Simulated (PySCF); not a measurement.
Ionisation energy of In by level of theory

In [Kr] 4d10 5s2 5p1 (2P) → In+ [Kr] 4d10 5s2 (1S), as a difference of total energies. Computed with PySCF 2.14 in x2c-TZVPPall (8s6p4d2f, 60 functions), with the spin-free X2C one-electron Hamiltonian (Gaussian nucleus). Correlated levels: valence: [Kr] 4d10 frozen; valence and next inner shell: [Ar] 3d10 frozen. The calculations carry no spin-orbit coupling.

```
                                method  ionisation energy (eV)
                                   UHF                   5.205
                                   LDA                   5.710
                                   PBE                   5.582
                                  PBE0                   5.614
                                r2SCAN                   5.704
                                B2PLYP                   5.490
                                 M06-L                   5.299
                               wB97M-V                   5.553
                             CAM-B3LYP                   5.666
                         MP2 (valence)                   5.378
                     SCS-MP2 (valence)                   5.361
    MP2 (valence and next inner shell)                   5.443
SCS-MP2 (valence and next inner shell)                   5.382
```

Question: How much does correlation contribute at MP2 (valence and next inner shell)?

Answer: 5.443 − (5.205) = 0.238 eV, measured against UHF.

Errors of the correlated levels include the incompleteness of this basis and the frozen core.

For comparison: 5.603 eV (measured; NIST levels, between the centres of gravity of the two terms).
